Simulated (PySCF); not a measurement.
**How exact exchange moves a shielding**

Molecule: SMILES C1[Si@@H](C=O)[C@H]1F, C3H5FOSi.

Atoms are numbered as in `[O:1]=[CH:2][Si@@H:3]1[CH2:4][C@@H:5]1[F:6]`. Each H is labelled by its parent atom. Ha(C4) is cis to C2 on the ring; Hb(C4) is trans to C2 on the ring.

GIAO shieldings (ppm, equivalent atoms averaged) in PySCF 2.14 on the PBE0-D3(BJ)/def2-SVP geometry, basis pcSseg-2, gas phase, non-relativistic:

```tsv
functional	exact exchange (%)	σ(C5)	σ(C4)	σ(Si3)	σ(F6)
BLYP	0	88.0	165.4	447.9	395.9
BP86	0	92.7	168.9	458.5	399.1
PBE	0	92.6	169.3	460.3	397.4
B3LYP	20	97.3	171.9	459.9	414.5
mPW1PW91	25	103.3	176.3	472.9	420.2
BHandHLYP	50	109.0	179.8	476.8	434.6
HF	100	125.9	190.7	506.9	458.6
```

Problem. Fit each shielding as a line in the percentage of exact exchange.

Solution. σ(C5) = 91.5 + 0.35 x (rms 1.9 ppm); σ(C4) = 168.2 + 0.23 x (rms 1.5 ppm); σ(Si3) = 455.0 + 0.51 x (rms 4.8 ppm); σ(F6) = 399.9 + 0.62 x (rms 3.3 ppm). The functionals also differ in their semilocal parts, which the line can't hold; Hartree–Fock has no correlation at all.

Problem. What does the line predict for PBE0 (25 %), and what does the run give?

Solution. σ(C5): 100.2 predicted, 103.8 computed; σ(C4): 173.9 predicted, 177.0 computed; σ(Si3): 467.8 predicted, 474.6 computed; σ(F6): 415.4 predicted, 419.7 computed ppm.
